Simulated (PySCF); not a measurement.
C₂H₅Se, SMILES CC[Se], multiplicity 2.

The structure is a stationary point at B3LYP-D3(BJ)/def2-SVP. The isomer is the one that the SMILES or the coordinates give; other isomers of the formula were not compared.

Two levels are set side by side: PBE/def2-TZVPD (PySCF) and ωB97X/def2-TZVPD (PySCF). Same geometry, gas phase. Differences are taken from unrounded values.

```csv
quantity,ωB97X,PBE,PBE minus ωB97X
α-spin orbital gap (eV),10.62,4.74,-5.88
β-spin orbital gap (eV),6.75,0.29,-6.46
dipole moment (D),1.69,1.71,0.02
mean polarisability (bohr³),54.7,58.1,3.4
```

PBE's more diffuse valence density responds more strongly to a field. Differences between two approximate levels are no errors against the true value.

Rough cost on one machine, each run with all the roots and properties that it gave: ωB97X against PBE within a factor of 2.
